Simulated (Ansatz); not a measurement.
A single point on CH$_{5}$FN$_{2}$Si, SMILES `NC1(F)N[SiH2]1`.

```yaml
crystal:
  periodic: [false, false, false]
  atoms:
    - {symbol: N, position_ang: [-0.804973, 1.102740, 0.596279]}
    - {symbol: C, position_ang: [-0.264887, 0.238504, -0.376355]}
    - {symbol: F, position_ang: [-0.715662, 0.547878, -1.659142]}
    - {symbol: N, position_ang: [-0.336567, -1.169044, -0.116408]}
    - {symbol: Si, position_ang: [1.314900, -0.674936, -0.089412]}
    - {symbol: H, position_ang: [-1.820301, 1.056063, 0.592928]}
    - {symbol: H, position_ang: [-0.534096, 2.061160, 0.421682]}
    - {symbol: H, position_ang: [-0.958453, -1.510457, 0.601061]}
    - {symbol: H, position_ang: [2.174769, -1.217571, -1.162081]}
    - {symbol: H, position_ang: [2.028371, -0.485538, 1.194448]}
basis:
  gaussian: {orbitals: def2-QZVPP}
correlation: {method: mp2}
```

```sh
$ ansatz run in.yaml --threads 4 --pin off --events-out ev --progress --plain --max-ram 10444MiB
```

Shortened log:

```
Functional definition: HF
2707 factors; integrals over basis functions are off by at most 8.3e-4 eV
mean field evaluation 1: about -14638.7515 eV, gradient 4.6e1 eV
mean field evaluation 2: about -14638.9117 eV, gradient 4.6e1 eV
mean field evaluation 4: about -14643.5516 eV, gradient 4.1e0 eV
mean field evaluation 8: about -14643.6215 eV, gradient 3.7e-1 eV
mean field -14643.62204518 eV, -538.1431843569 hartree, gradient 8.8e-7 eV, S^2 0.000000; 0 other end points of the search recorded, 0 dependent functions left out
9 core orbitals not correlated: weight in the atoms' cores, before any rotation towards them, 1.000 or more for the frozen orbitals, at most 0.000 for the correlated occupied ones
reference -14643.62204518 eV, -538.1431843569 hartree; 15, 15 occupied and 424, 424 virtual orbitals, 2707 factors
second order -27.90933250 eV of doubles, -0.00000000 eV of singles
Total energy: -14671.53137768 eV, -539.1688334087 hartree
```

Hardware: 4 threads of an Intel Xeon Platinum 8259CL on a shared host. Wall time 18 s, peak host memory 2.6 GiB.
